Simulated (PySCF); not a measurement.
# Energy of Mo²⁺ (molybdenum, charge +2) between two integer charges

The 4d alpha orbital of [Kr] 4d4 is emptied in steps (occupation f), with all orbitals relaxed, ending at [Kr] 4d3. Computed with PySCF 2.14 in aug-cc-pVDZ-PP with ECP28MDF, with a scalar-relativistic core potential. The exact energy is a straight line in f; departures are measured from the line between the end points of the same method.

| f | M06-2X (eV) |
| --- | --- |
| 1 | 0.000 |
| 0.75 | -0.492 |
| 0.5 | -0.658 |
| 0.25 | -0.495 |
| 0 | 0.000 |

Question: For M06-2X, how does the orbital energy at f = 1 compare with the removal energy?

Answer: −ε = 24.636 eV against a total-energy difference of 27.251 eV. By Janak's theorem ε = ∂E/∂f, so the gap between them reflects the curvature. Along the path −ε is 25.931 (f = 0.75), 27.246 (f = 0.5), 28.565 (f = 0.25) eV.

Reference removal energy between the ground levels: 27.13 ± 0.12 eV (semi-empirical (NIST evaluation); NIST Atomic Spectra Database, ionization energies). The calculation has no spin-orbit coupling. The determinant left behind need not be the lowest term of the ion.
